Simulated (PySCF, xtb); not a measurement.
SbFBr2, SMILES [F][Sb]([Br])[Br].

Harmonic wavenumbers (cm⁻¹) from xtb with GFN2-xTB at its own minimum, in rising order: 73, 108, 124, 225, 234, 385.

Problem. What does PBE-D3(BJ)/def2-SVP (PySCF 2.14.0) give at its own minimum? (The exact figures need the calculation; the answer reports its results.)

Solution. 74, 130, 141, 248, 251, 605. Paired by order, the mean absolute difference is 50 cm⁻¹ and the zero-point energies are 1.6 and 2.1 kcal/mol.
